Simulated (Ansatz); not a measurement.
`[OH][SnH]([F])[Br]` → HBr + `[OH][Sn][F]` at 298.15 K and 1 bar (stannylene formation by 1,1-elimination).

Calculated with Ansatz (gas phase, PBE0-D4/def2-TZVP geometries, no zero-point term in ΔE). CCSD(T)/CBS is the MP2 limit (def2-TZVPP, def2-QZVPP) plus CCSD(T) − MP2 in def2-TZVPP, frozen cores. def2 core potentials past Kr. For Br, Sn outer-core shells are correlated without core-valence functions, which leaves a few kJ/mol of doubt a bond. Scalar relativity is left out up to krypton. Each species was taken in one conformer, which may not be the lowest.

| species | CCSD(T)/CBS energy (Eh) | H − E (kJ/mol) | S (J/(mol·K)) |
| --- | --- | --- | --- |
| `[OH][SnH]([F])[Br]` | -2963.61162 | 79.7 | 355.7 |
| HBr | -2573.91920 | 24.6 | 198.6 |
| `[OH][Sn][F]` | -389.66871 | 51.5 | 292.7 |

H − E and S are ideal-gas, rigid-rotor, harmonic terms from PBE0-D4/def2-TZVP, for one conformer and one mirror image of each species. 1 Eh = 2625.50 kJ/mol, R = 8.31446 J/(mol·K).

Question: By hand: ΔE, ΔH, ΔS and ΔG.

Answer: ΔE = (-2573.91920) + (-389.66871) − (-2963.61162) = 0.02371 Eh = 62.3 kJ/mol. Δ(H − E) = 24.6 + 51.5 − 79.7 = -3.6, so ΔH = 58.7 kJ/mol. ΔS = 198.6 + 292.7 − 355.7 = 135.6 J/(mol·K). ΔG = 58.7 − 298.15 × (135.6)/1000 = 18.3 kJ/mol.

Question: By hand: the equilibrium constant, and the temperature at which ΔG would vanish if ΔH and ΔS stayed fixed.

Answer: log₁₀ K = −ΔG/(RT ln 10) = -3.2. ΔG = 0 at ΔH/ΔS = 433 K.

The number of gas molecules changes by +1, which sets the sign of ΔS. A doubt of 5 kJ/mol in ΔE shifts log₁₀ K by 0.9 here. Other conformers and mirror images would add mixing entropy, several J/(mol·K) or more a flexible species. These are equilibria of isolated gas molecules and say nothing of rates. Largest T1 diagnostic: 0.018 (customary marks: 0.02 for closed shells, 0.045 for open ones).
